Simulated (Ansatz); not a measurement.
A nudged elastic band was laid between two geometries of CH11GeNSi2 (16 atoms, charge 0, multiplicity 1).

These are results of RHF/def2-SVP in Ansatz 0.2.0, not measurements.

- movable images: 5
- climbing image: yes
- spring: 5.0 eV/Å²
- optimiser: quadratic models (default)
- start path: IDPP
- force threshold: 0.05 eV/Å
- iteration limit: 60
- end points: relaxed

Initial state:

```xyz
16
Properties=species:S:1:pos:R:3
C 0.343 -2.391 -0.383
N 1.210 -1.337 0.091
Si 1.462 0.201 -0.646
Ge -0.563 1.530 -0.747
Si -1.600 1.654 1.432
H -0.572 -2.489 0.211
H 0.041 -2.195 -1.413
H 0.849 -3.360 -0.381
H 1.630 -1.515 0.981
H 2.454 0.918 0.191
H 1.995 0.073 -2.027
H -0.255 2.956 -1.244
H -1.575 0.915 -1.733
H -2.019 0.299 1.868
H -0.631 2.183 2.425
H -2.793 2.536 1.420
```

Final state:

```xyz
16
Properties=species:S:1:pos:R:3
C 0.440 -2.285 -0.573
N 1.287 -1.193 -0.151
Si 1.346 0.396 -0.822
Ge -0.763 1.552 -0.548
Si -1.521 1.325 1.734
H -0.229 -1.957 -1.370
H 1.016 -3.128 -0.967
H -0.188 -2.659 0.241
H 1.968 -1.442 0.537
H 2.390 1.133 -0.069
H 1.710 0.410 -2.265
H -0.610 3.044 -0.895
H -1.844 0.976 -1.484
H -1.830 -0.098 2.022
H -0.455 1.771 2.666
H -2.739 2.133 1.988
```

(1) Which bonds break or form, and what moves?

(2) Give the energies along the band, and the barrier.

(3) What is the geometry of the highest image?

The band took 9 iterations and of the order of 2.8 core-minutes.

## Answers

(1) No bond is made or broken. The dihedral H8–C1–N2–H9 goes from -53 to 65°.

(2) The run converged. The highest image is number 3 of 0 to 6, 2.0 kJ/mol above the first end and 2.5 kJ/mol above the last; the last end lies 0.4 kJ/mol below the first. A structure lower than the last end lies on the path between it and the top, so the climb from that side starts below the end, which may itself be a saddle point or a shallow side well. A vibrational analysis at the climbing image gives one clearly imaginary mode, 244i cm⁻¹: a first-order saddle point.

```csv
image,path coordinate (Å),energy (kJ/mol),dihedral H8–C1–N2–H9 (°)
0,0.00,0.0,-53
1,0.40,0.1,-49
2,0.80,0.8,-36
3,1.20,2.0,-6
4,1.94,-0.8,38
5,2.68,-1.5,55
6,3.42,-0.4,65
```

(3) 
```xyz
16
Properties=species:S:1:pos:R:3
C 0.392 -2.300 -0.557
N 1.278 -1.247 -0.109
Si 1.391 0.345 -0.765
Ge -0.707 1.542 -0.584
Si -1.547 1.415 1.677
H -0.654 -2.106 -0.297
H 0.441 -2.445 -1.640
H 0.669 -3.247 -0.095
H 1.925 -1.516 0.603
H 2.419 1.062 0.026
H 1.805 0.350 -2.195
H -0.508 3.020 -0.972
H -1.767 0.961 -1.539
H -1.879 0.008 2.015
H -0.513 1.894 2.627
H -2.767 2.241 1.850
```

Time of the run: 86 s on 2 threads of AMD EPYC 9R45 96-Core Processor (Zen 5) (shared host), peak memory 0.48 GiB.
